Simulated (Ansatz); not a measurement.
**Relaxing a trial structure of C4H7N3**

The starting geometry of this gas-phase singlet was optimised with GFN2-xTB; its bonds are those of `Cc1[nH]ncc1N`.

```yaml
atoms:
  - { symbol: C, position_ang: [-0.2616, -1.7418, -1.4020] }
  - { symbol: C, position_ang: [0.2515, -0.5328, -0.7040] }
  - { symbol: C, position_ang: [0.9351, 1.0475, 0.6845] }
  - { symbol: C, position_ang: [0.3955, -0.2513, 0.6450] }
  - { symbol: N, position_ang: [0.6984, 0.5713, -1.3580] }
  - { symbol: N, position_ang: [1.1096, 1.5273, -0.5333] }
  - { symbol: N, position_ang: [0.0037, -1.0413, 1.7257] }
  - { symbol: H, position_ang: [-1.2702, -1.9775, -1.0639] }
  - { symbol: H, position_ang: [-0.2832, -1.5765, -2.4768] }
  - { symbol: H, position_ang: [0.3727, -2.6061, -1.1986] }
  - { symbol: H, position_ang: [0.7304, 0.7158, -2.3542] }
  - { symbol: H, position_ang: [1.1932, 1.6325, 1.5445] }
  - { symbol: H, position_ang: [0.5011, -0.8165, 2.5756] }
  - { symbol: H, position_ang: [0.0305, -2.0318, 1.5268] }
```

Where would you expect an optimisation with PBE-D3(BJ)/def2-SVP to take it?

It keeps its bonds, and is `Cc1[nH]ncc1N`.

The energy falls by 0.11 eV over 27 steps:

| step | E − E(last) (eV) |
| --- | --- |
| 1 | 0.110 |
| 4 | 0.005 |
| 7 | 0.004 |
| 10 | 0.004 |
| 13 | 0.003 |
| 15 | 0.002 |
| 18 | 0.001 |
| 21 | 0.000 |
| 24 | 0.000 |
| 27 | 0.000 |

Final geometry (Å):

```xyz
14

C    -0.2709   -1.7471   -1.4198
C     0.2693   -0.5434   -0.7244
C     0.9553    1.0489    0.6908
C     0.3709   -0.2501    0.6442
N     0.7927    0.5569   -1.3627
N     1.2018    1.5300   -0.5394
N    -0.0931   -1.0473    1.7030
H    -1.0713   -2.2080   -0.8058
H    -0.7163   -1.4886   -2.4024
H     0.4985   -2.5304   -1.6029
H     0.8805    0.6855   -2.3707
H     1.1958    1.6534    1.5755
H     0.2238   -0.7076    2.6145
H     0.1694   -2.0332    1.6113
```

The end wasn't checked by frequencies. Run with Ansatz 0.2.0, 66 s on 2 threads of Arm Neoverse V2, on a shared host.
